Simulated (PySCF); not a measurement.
SMILES c1cc(cc(O)c1)[SeH] (GFN2-xTB optimised geometry):

```
14

O     -1.817    -2.273     0.000
C     -1.184    -1.071     0.000
C     -1.878     0.134     0.000
C     -1.182     1.330     0.000
C      0.199     1.340     0.000
C      0.888     0.133     0.000
Se     2.803     0.181     0.000
C      0.207    -1.071     0.000
H     -2.773    -2.141     0.000
H     -2.959     0.132     0.000
H     -1.725     2.263     0.000
H      0.745     2.273     0.000
H      2.959    -1.256     0.000
H      0.726    -2.018     0.000
```

Computed with PBE/def2-TZVP in PySCF 2.14.0.

Task: What are the frontier orbital energies and the dipole moment?

Result: HOMO-2 -7.02 eV, HOMO-1 -5.76 eV, HOMO -5.18 eV, LUMO -1.26 eV, LUMO+1 -0.96 eV; dipole moment 2.00 D.

On the same geometry PBE0/def2-TZVP (PySCF) gives HOMO-2 -8.22 eV, HOMO-1 -6.86 eV, HOMO -6.20 eV, LUMO -0.41 eV, LUMO+1 -0.06 eV; dipole moment 2.07 D.

Meta-Löwdin charges at PBE/def2-TZVP: O1 -0.44, C2 0.22, C3 -0.20, C4 -0.11, C5 -0.16, C6 -0.07, Se7 0.03, C8 -0.18, H9 0.35, H10 0.11, H11 0.13, H12 0.12, H13 0.07, H14 0.13.
